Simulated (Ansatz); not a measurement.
Basis sets compared for diphenyliodonium (C₁₂H₁₀I⁺). Charge 1, multiplicity 1. Geometry PBE-D4/def2-SVP. Ansatz on 4 threads of Intel Xeon 6975P-C on a shared host; times are rough, and most runs start from earlier orbitals.

```xyz
23

C    -0.8018   -1.2032    3.4984
C    -1.8058   -1.2819    2.5195
C    -1.8790   -0.3228    1.4952
C    -0.9122    0.6902    1.4977
I    -0.9631    2.1423   -0.0806
C     0.1327    1.0398   -1.5618
C    -0.5931    0.4375   -2.5968
C     0.1354   -0.2995   -3.5468
C     1.5304   -0.4150   -3.4399
C     2.2199    0.2044   -2.3844
C     1.5234    0.9557   -1.4232
C     0.1024    0.8069    2.4564
C     0.1461   -0.1680    3.4677
H    -0.7593   -1.9579    4.2979
H    -2.5512   -2.0911    2.5484
H    -2.6683   -0.3783    0.7321
H    -1.6856    0.5296   -2.6783
H    -0.4028   -0.7819   -4.3767
H     2.0888   -0.9942   -4.1903
H     3.3140    0.1167   -2.3050
H     2.0620    1.4517   -0.6030
H     0.8379    1.6238    2.4350
H     0.9290   -0.1045    4.2386
```

In the def2 sets I takes a core potential; there is no spin–orbit coupling.

| level | functions | energy (Eh) | HOMO (eV) | LUMO (eV) | wall time |
| --- | --- | --- | --- | --- | --- |
| PBE-D4/def2-SVP | 244 | -759.7851 | -10.32 | -6.80 | 2.6 s |
| PBE0-D4/def2-SVP | 244 | -759.8459 | -11.33 | -5.99 | 4.7 s |

Question: Estimate the rows for PBE-D4/def2-TZVP, PBE0-D4/def2-TZVP (with forces).

Answer: 
```json
{"level": "PBE-D4/def2-TZVP", "functions": "482", "energy (Eh)": "-760.2850", "HOMO (eV)": "-10.32", "LUMO (eV)": "-6.80", "wall time": "5.5 s"}
{"level": "PBE0-D4/def2-TZVP (with forces)", "functions": "482", "energy (Eh)": "-760.3409", "HOMO (eV)": "-11.29", "LUMO (eV)": "-5.97", "wall time": "22 s"}
```
